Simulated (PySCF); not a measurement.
Si(Br)(OH)2(NH2) (BrH4NO2Si), SMILES N[Si](O)(O)Br. Geometry optimised at PBE-D3(BJ)/def2-SVP. This is a generated structure with no PubChem entry under its InChIKey; it may be hypothetical. One conformer was computed; it need not be the lowest.

All values below come from PBE-D3(BJ)/def2-SVP in PySCF 2.14.0.

Harmonic wavenumbers (cm⁻¹): 153, 175, 215, 249, 258, 294, 314, 383, 415, 458, 762, 784, 827, 863, 925, 959, 1486, 3497, 3595, 3734, 3765. Rotational constants (GHz): 3.773, 1.489, 1.458; symmetry number 1.

Work out the zero-point energy and the ideal-gas rigid-rotor harmonic-oscillator thermochemistry at 298.15 K and 1 atm.

ZPE = ½ Σ hcν = ½ × 24113 cm⁻¹ = 144.23 kJ/mol. H − E(el) = 166.88 kJ/mol. Entropy in J/(mol K): translation 171.89, rotation 117.42, vibration 71.06, total 360.36. G − E(el) = 59.44 kJ/mol. Cp = 117.96 J/(mol K).
